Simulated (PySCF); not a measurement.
Mo(O)(NH)(F)(OH) (FH2MoNO2), SMILES [NH]=[Mo](=[O])([OH])[F], multiplicity 1.

Geometry: B3LYP-D3(BJ)/def2-SVP. The multiplicity is an assumed one; no other spin state was optimised. The structure was generated by enumeration; whether it is a known compound was not checked. The def2 effective core potentials stand for the cores of Mo; spin–orbit coupling is left out. One conformer was computed; it need not be the lowest.

The numbers are results of TDA-PBE/def2-SVPD run with PySCF, not measurements.

Vertical excitations. Gas-phase values at a fixed geometry.

Task: List the lowest excited states. (Estimate from the structure and the level; the computed values follow.)

Result: 
| state | energy (eV) | λ (nm) | f | main pairs |
|---|---|---|---|---|
| S1 | 4.44 | 279 | 0.006 | HOMO→LUMO 61 %, HOMO→LUMO+1 27 % |
| S2 | 4.58 | 271 | 0.005 | HOMO→LUMO+1 67 %, HOMO→LUMO 22 % |
| S3 | 4.92 | 252 | 0.006 | HOMO−1→LUMO 87 % |
| S4 | 5.24 | 237 | 0.001 | HOMO−2→LUMO 85 % |
| S5 | 5.45 | 227 | 0.003 | HOMO→LUMO+2 89 % |
| S6 | 5.51 | 225 | 0.002 | HOMO→LUMO+3 33 %, HOMO−2→LUMO+1 28 %, HOMO−1→LUMO+1 23 %, HOMO−2→LUMO 6 % |
| S7 | 5.67 | 219 | 0.002 | HOMO−3→LUMO 42 %, HOMO→LUMO+3 34 %, HOMO−2→LUMO+1 18 % |
| S8 | 5.79 | 214 | 0.012 | HOMO−1→LUMO+2 37 %, HOMO−2→LUMO+1 18 %, HOMO−1→LUMO+1 18 %, HOMO−3→LUMO 6 % |
| S9 | 5.92 | 209 | 0.006 | HOMO−3→LUMO+1 71 %, HOMO−3→LUMO 12 % |
| S10 | 6.11 | 203 | 0.025 | HOMO−3→LUMO+1 17 %, HOMO−3→LUMO 16 %, HOMO−2→LUMO+2 15 %, HOMO→LUMO+3 11 % |
| T1 | 3.77 | 329 | 0 | HOMO→LUMO 95 % |
| T2 | 4.10 | 303 | 0 | HOMO→LUMO+1 90 % |
| T3 | 4.36 | 284 | 0 | HOMO−1→LUMO+1 64 %, HOMO−1→LUMO 24 % |
| T4 | 4.62 | 269 | 0 | HOMO−1→LUMO 66 %, HOMO−1→LUMO+1 23 % |
Triplets are in the Tamm–Dancoff approximation.
